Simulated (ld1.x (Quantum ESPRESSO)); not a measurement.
## Reading a pseudo-wave (Mg)

Columns: radius, all-electron u(r) and pseudo u(r) of the 2p shell (level -46.79 eV) of magnesium in the configuration [He] 2s2 2p6 3s2 3p0; PW91, non-relativistic, TM scheme, ld1.x (Quantum ESPRESSO) 7.5.

```csv
r (bohr),all-electron,pseudo
0.060,0.1348,0.0426
0.120,0.3878,0.1644
0.180,0.6386,0.3477
0.240,0.8434,0.5660
0.300,0.9920,0.7884
0.360,1.0875,0.9856
0.420,1.1376,1.1346
0.480,1.1518,1.2238
0.540,1.1390,1.2529
0.600,1.1069,1.2314
0.660,1.0615,1.1736
0.720,1.0075,1.0951
0.780,0.9485,1.0086
0.840,0.8871,0.9231
0.900,0.8253,0.8436
0.960,0.7644,0.7719
1.020,0.7053,0.7076
1.080,0.6487,0.6491
1.140,0.5951,0.5951
1.200,0.5446,0.5446
1.260,0.4974,0.4974
1.320,0.4535,0.4535
1.380,0.4129,0.4129
1.440,0.3754,0.3754
1.500,0.3409,0.3409
1.560,0.3093,0.3093
```

**Question.** How many radial nodes do the two functions have?

**Answer.** The all-electron 2p function has n − l − 1 = 0; the pseudo-wave has 0.

**Question.** At about which radius was the pseudo-wave matched?

**Answer.** 1.20 bohr. The columns agree to 0.0005 from 1.08 bohr on; several derivatives are matched, so the curves merge somewhat inside the radius.

**Question.** Is the pseudo-wave norm-conserving?

**Answer.** Yes: the TM scheme keeps the norm inside the radius equal to the all-electron one, which fixes the energy derivative of the logarithmic derivative at the level.
